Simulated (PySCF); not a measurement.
Job for PySCF: R-M06-2X/def2-TZVPP on ClHSSi (SMILES S[Si]Cl), a point of a torsion scan.

```python
from pyscf import gto, dft

mol = gto.M(
    atom='''
    S    -1.22247643    0.50144494    0.49310017
    Si    0.76414572    0.84261798   -0.36773362
    Cl    1.69646551    1.75107789    1.20524860
    H    -1.46172242   -0.58563187   -0.22833481
    ''',
    basis='def2-tzvpp',
    charge=0, spin=0, verbose=4, max_memory=1800)
mf = dft.RKS(mol, xc='m062x').density_fit(auxbasis='def2-universal-jkfit')
mf.grids.level = 4
mf.conv_tol = 1e-9
mf.max_cycle = 150
mf.kernel()
mf.dip_moment()
```

Output:

```
PySCF version 2.14.0

[INPUT] verbose = 4
[INPUT] num. atoms = 4
[INPUT] num. electrons = 48
[INPUT] charge = 0
[INPUT] spin (= nelec alpha-beta = 2S) = 0
[INPUT] symmetry False subgroup None
[INPUT] Mole.unit = angstrom
[INPUT] Symbol           X                Y                Z      unit          X                Y                Z       unit  Magmom
[INPUT]  1 S     -1.222476430000   0.501444940000   0.493100170000 AA   -2.310145646436   0.947593603149   0.931824273276 Bohr   0.0
[INPUT]  2 Si     0.764145720000   0.842617980000  -0.367733620000 AA    1.444026130059   1.592317209834  -0.694915828595 Bohr   0.0
[INPUT]  3 Cl     1.696465510000   1.751077890000   1.205248600000 AA    3.205855193671   3.309057634881   2.277589766015 Bohr   0.0
[INPUT]  4 H     -1.461722420000  -0.585631870000  -0.228334810000 AA   -2.762255043936  -1.106683844117  -0.431490255605 Bohr   0.0

nuclear repulsion = 171.329159449355
number of shells = 48
number of NR pGTOs = 205
number of NR cGTOs = 140
basis = def2-tzvpp
ecp = {}


******** <class 'pyscf.df.df_jk.DFRKS'> ********
method = DFRKS
initial guess = minao
damping factor = 0
level_shift factor = 0
DIIS = <class 'pyscf.scf.diis.CDIIS'>
diis_start_cycle = 1
diis_space = 8
diis_damp = 0
SCF conv_tol = 1e-09
SCF conv_tol_grad = None
SCF max_cycles = 150
direct_scf = False
XC library pyscf.dft.libxc version 7.1.2
    S. Lehtola, C. Steigemann, M. J. T. Oliveira, and M. A. L. Marques,  SoftwareX 7, 1–5 (2018)
XC functionals = m062x
    Y. Zhao and D. G. Truhlar,  Theor. Chem. Acc. 120, 215 (2008)
    Y. Zhao and D. G. Truhlar,  Theor. Chem. Acc. 120, 215 (2008)
radial grids:
    Treutler-Ahlrichs [JCP 102, 346 (1995); DOI:10.1063/1.469408] (M4) radial grids

becke partition: Becke, JCP 88, 2547 (1988); DOI:10.1063/1.454033
pruning grids: <function nwchem_prune>
grids dens level: 4
symmetrized grids: False
atomic radii adjust function: <function treutler_atomic_radii_adjust>
small_rho_cutoff = 0
Set gradient conv threshold to 3.16228e-05
Initial guess from minao.
tot grids = 102008
******** <class 'pyscf.df.df.DF'> ********
auxbasis = def2-universal-jkfit
init E= -1148.63019201813
  HOMO = -0.248089879734621  LUMO = -0.0923091701804353  gap/eV = 4.23901
cycle= 1 E= -1148.47407331609  delta_E= 0.156  |g|= 0.348  |ddm|=  1.7
  HOMO = -0.303849226944923  LUMO = -0.0989449564112199  gap/eV = 5.57573
cycle= 2 E= -1148.47183303134  delta_E= 0.00224  |g|= 0.393  |ddm|= 0.768
  HOMO = -0.296825905912488  LUMO = -0.0679382169727738  gap/eV = 6.22835
cycle= 3 E= -1148.51520675171  delta_E= -0.0434  |g|= 0.0266  |ddm|= 0.367
  HOMO = -0.298521734100078  LUMO = -0.067743737592064  gap/eV = 6.27979
cycle= 4 E= -1148.51538571054  delta_E= -0.000179  |g|= 0.0109  |ddm|= 0.0336
  HOMO = -0.297920612789689  LUMO = -0.0664307418512244  gap/eV = 6.29916
cycle= 5 E= -1148.51542257563  delta_E= -3.69e-05  |g|= 0.00403  |ddm|= 0.0166
  HOMO = -0.298088821999212  LUMO = -0.0666128370310837  gap/eV = 6.29878
cycle= 6 E= -1148.51542857169  delta_E= -6e-06  |g|= 0.000822  |ddm|= 0.00598
  HOMO = -0.298112825273371  LUMO = -0.066625403206114  gap/eV = 6.29909
cycle= 7 E= -1148.51542890233  delta_E= -3.31e-07  |g|= 0.000312  |ddm|= 0.00166
  HOMO = -0.298097700799847  LUMO = -0.0666213235906135  gap/eV = 6.29879
cycle= 8 E= -1148.51542895013  delta_E= -4.78e-08  |g|= 9.34e-05  |ddm|= 0.000632
  HOMO = -0.29810305412601  LUMO = -0.0666243825055268  gap/eV = 6.29886
cycle= 9 E= -1148.51542895423  delta_E= -4.1e-09  |g|= 3.36e-05  |ddm|= 0.00016
  HOMO = -0.298100987897254  LUMO = -0.0666226337531199  gap/eV = 6.29885
cycle= 10 E= -1148.51542895478  delta_E= -5.45e-10  |g|= 8.13e-06  |ddm|= 5.59e-05
  HOMO = -0.298101062624898  LUMO = -0.0666229205126463  gap/eV = 6.29884
Extra cycle  E= -1148.51542895482  delta_E= -4.34e-11  |g|= 5.19e-06  |ddm|= 1.63e-05
converged SCF energy = -1148.51542895482
Dipole moment(X, Y, Z, Debye): -0.09438, -0.81346, -1.13546
```

The calculation finished and met its thresholds.

Cost: around 11 core-seconds (rough).
